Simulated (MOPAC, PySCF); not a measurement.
[Zn(OH)(NH2)], neutral singlet in the gas phase. 

Cartesian coordinates (Å):
```xyz
6

Zn     0.0192     0.0265    -0.0313
O      0.5810     1.5678     0.6704
H      1.1641     2.0525     0.0580
N     -0.7272    -1.5907    -0.4461
H     -0.0271    -2.3191    -0.6448
H     -1.3294    -1.5551    -1.2805
```
Charge 0, spin multiplicity 1.

All levels are single points at this geometry (PBE-D3(BJ)/def2-SVP); Pople sets use spherical d functions. Orbital energies aren't observables, and empty levels follow the basis.

PM7 in MOPAC gives gap (eV) = 10.53.

Question: Estimate the gap (eV) from each of these levels: PBE-D3(BJ)/def2-TZVP in PySCF; TPSSh-D3(BJ)/def2-TZVP in PySCF; B3LYP/3-21G in PySCF; B3LYP/6-311+G** (LANL2DZ on Zn) in PySCF; B3LYP/LANL2DZ in PySCF; M06-2X/6-31G* (LANL2DZ on Zn) in PySCF; PBE/6-31G* (LANL2DZ on Zn) in PySCF; HF/3-21G in PySCF; HF/6-31G* (LANL2DZ on Zn) in PySCF; HF/STO-3G in PySCF; AM1 in MOPAC; PM3 in MOPAC.

Answer: 
```csv
level,gap (eV)
PBE-D3(BJ)/def2-TZVP in PySCF,4.24
TPSSh-D3(BJ)/def2-TZVP in PySCF,5.31
B3LYP/3-21G in PySCF,5.30
B3LYP/6-311+G** (LANL2DZ on Zn) in PySCF,5.54
B3LYP/LANL2DZ in PySCF,5.34
M06-2X/6-31G* (LANL2DZ on Zn) in PySCF,8.21
PBE/6-31G* (LANL2DZ on Zn) in PySCF,3.91
HF/3-21G in PySCF,11.51
HF/6-31G* (LANL2DZ on Zn) in PySCF,12.23
HF/STO-3G in PySCF,11.06
AM1 in MOPAC,10.78
PM3 in MOPAC,10.01
```
